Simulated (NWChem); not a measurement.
Molecule: GaHOBrF; SMILES [Br][Ga]([F])[OH]

```xyz
5

Ga     0.0386    -0.7315     0.0000
F     -1.4361    -1.6655     0.0000
Br    -0.0685     1.5151     0.0000
O      1.5732    -1.6007     0.0000
H      1.4636    -2.5591     0.0000
```
Atoms are numbered in this order, from 1.

Program: NWChem. All runs use the structure optimised with PBE0/def2-SVP. Static field.

Problem. Estimate the computed values for B3LYP/def2-SVPD. Quantities: isotropic polarisability (bohr³); anisotropy (bohr³).

Solution. 
- isotropic polarisability (bohr³) = 51.4
- anisotropy (bohr³) = 21.1
